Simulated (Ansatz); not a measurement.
F3H3O3W (`[OH][W]([OH])([OH])([F])([F])[F]`). Total charge 0; spin multiplicity 1. W takes the def2 core potential.

```json
{"atom": "O1", "x (Å)": "1.214", "y (Å)": "-0.382", "z (Å)": "-1.210"}
{"atom": "W2", "x (Å)": "-0.027", "y (Å)": "-0.138", "z (Å)": "0.159"}
{"atom": "O3", "x (Å)": "0.476", "y (Å)": "1.639", "z (Å)": "0.417"}
{"atom": "O4", "x (Å)": "-1.383", "y (Å)": "0.326", "z (Å)": "-1.033"}
{"atom": "F5", "x (Å)": "1.118", "y (Å)": "-0.481", "z (Å)": "1.606"}
{"atom": "F6", "x (Å)": "-1.410", "y (Å)": "-0.199", "z (Å)": "1.426"}
{"atom": "F7", "x (Å)": "-0.227", "y (Å)": "-2.001", "z (Å)": "0.062"}
{"atom": "H8", "x (Å)": "1.380", "y (Å)": "-1.212", "z (Å)": "-1.665"}
{"atom": "H9", "x (Å)": "1.154", "y (Å)": "1.939", "z (Å)": "1.027"}
{"atom": "H10", "x (Å)": "-2.294", "y (Å)": "0.510", "z (Å)": "-0.789"}
```

(1) List the harmonic frequencies (cm⁻¹, unscaled) at PBE0-D4/def2-TZVP in Ansatz. (An estimate is asked.)

(2) Is this a minimum?

(3) Give the ideal-gas thermochemistry at 298.15 K and 1 bar (rigid rotor, harmonic oscillator; point group C3, symmetry number 3).

## Answers

(1) Ansatz gave: 136, 136, 136, 231, 231, 242, 312, 312, 333, 459, 460, 479, 589, 589, 623, 637, 637, 680, 762, 762, 785, 3888, 3888, 3894.

(2) Yes, all 24 modes are real.

(3) Zero-point energy 126.8 kJ/mol; H(298) − E = 154.1 kJ/mol; entropy 386.5 J/(mol·K), of which translation 179.6, rotation 108.6, vibration 98.2; G(298) − E = 38.9 kJ/mol.
